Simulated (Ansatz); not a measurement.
C₃H₉ClFMoNO₂ (`C[N]=[Mo]([F])([Cl])([O]C)[O]C`), relaxed with RKS PBE-D4/def2-SVP in the Gaussian-basis code of Ansatz from a rough embedded geometry. The force threshold is 0.03 eV/Å; the program also tests the step.

Total charge 0; spin multiplicity 1. Mo: def2 effective core potential.

Start:

```xyz
18

C    -2.055    0.730    1.200
N    -1.107    0.812    0.093
Mo    0.679    0.479   -0.666
F     1.405   -1.485   -0.299
Cl    3.075   -0.147   -0.666
O     1.672    1.501    1.209
C     1.355    0.395    1.971
O    -1.080   -0.234   -1.782
C    -0.399   -0.958   -2.825
H    -1.700    1.455    1.978
H    -2.023   -0.310    1.593
H    -3.050    1.003    0.934
H     0.399    0.021    1.729
H     1.387    0.645    3.022
H     2.027   -0.494    1.754
H    -1.089   -1.364   -3.540
H     0.269   -0.236   -3.311
H     0.232   -1.813   -2.393
```

Problem. By how much does the energy fall, and how many steps does the optimiser take? (Estimate.)

Solution. The calculation gave: 873.70 kJ/mol, in 27 steps.

Problem. Which bonds change most? (Estimate.)

Solution. The calculation gave: Mo3–O6 from 2.355 to 1.852 Å; Mo3–O8 from 2.202 to 1.894 Å; Mo3–F4 from 2.125 to 1.889 Å; N2–Mo3 from 1.969 to 1.746 Å.

Problem. Give the relaxed structure. (An estimate is asked.)

Solution. The calculation gave: 
```xyz
18

C    -2.324    0.130    1.428
N    -1.078   -0.180    0.842
Mo    0.270   -0.867   -0.030
F    -0.029   -2.559    0.755
Cl    1.750   -2.165   -1.438
O     1.674    0.068    0.735
C     1.734    1.102    1.694
O    -0.286   -0.026   -1.634
C     0.172   -0.068   -2.972
H    -2.211    0.870    2.252
H    -2.799   -0.786    1.850
H    -3.017    0.565    0.670
H     0.745    1.260    2.179
H     2.056    2.045    1.203
H     2.482    0.830    2.468
H    -0.486    0.601   -3.570
H     1.224    0.279   -3.052
H     0.124   -1.099   -3.382
```
